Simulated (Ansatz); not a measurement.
`C[SiH2][SiH](N)Cl` → `[CH2]` (triplet) + `N[SiH]([SiH3])Cl` at 500 K and 1 bar (formal loss of a carbene).

Isolated molecules relaxed with PBE0-D4/def2-TZVP in Ansatz; ΔE leaves out vibrations. CCSD(T)/CBS is the MP2 limit (def2-TZVPP, def2-QZVPP) plus CCSD(T) − MP2 in def2-TZVPP, frozen cores. This one scheme is used for every species. Triplets are unrestricted, without spin–orbit coupling. Each species was taken in one conformer, which may not be the lowest.

```csv
species,CCSD(T)/CBS energy (Eh),H − E (kJ/mol),S (J/(mol·K))
`C[SiH2][SiH](N)Cl`,-1135.60184,298.9,477.9
`[CH2]` (triplet),-39.09499,62.7,213.9
`N[SiH]([SiH3])Cl`,-1096.32520,211.5,425.1
```

H − E and S are ideal-gas, rigid-rotor, harmonic terms from PBE0-D4/def2-TZVP, for one conformer and one mirror image of each species, with the whole ground term of open shells counted as degenerate. 1 Eh = 2625.50 kJ/mol, R = 8.31446 J/(mol·K).

Problem. By hand: ΔE, ΔH, ΔS and ΔG.

Solution. ΔE = (-39.09499) + (-1096.32520) − (-1135.60184) = 0.18165 Eh = 476.9 kJ/mol. Δ(H − E) = 62.7 + 211.5 − 298.9 = -24.7, so ΔH = 452.2 kJ/mol. ΔS = 213.9 + 425.1 − 477.9 = 161.1 J/(mol·K). ΔG = 452.2 − 500 × (161.1)/1000 = 371.6 kJ/mol.

Problem. By hand: the equilibrium constant, and the temperature at which ΔG would vanish if ΔH and ΔS stayed fixed.

Solution. log₁₀ K = −ΔG/(RT ln 10) = -38.8. ΔG = 0 at ΔH/ΔS = 2807 K, far beyond where these terms or the molecules hold.

The number of gas molecules changes by +1, which sets the sign of ΔS. A doubt of 5 kJ/mol in ΔE shifts log₁₀ K by 0.5 here. Other conformers and mirror images would add mixing entropy, several J/(mol·K) or more a flexible species. Modes under 60 cm⁻¹, often nearly free rotors, make the harmonic entropy too high. A triplet takes part, so the spin changes. These are equilibria of isolated gas molecules and say nothing of rates. Largest T1 diagnostic: 0.011 (customary marks: 0.02 for closed shells, 0.045 for open ones).
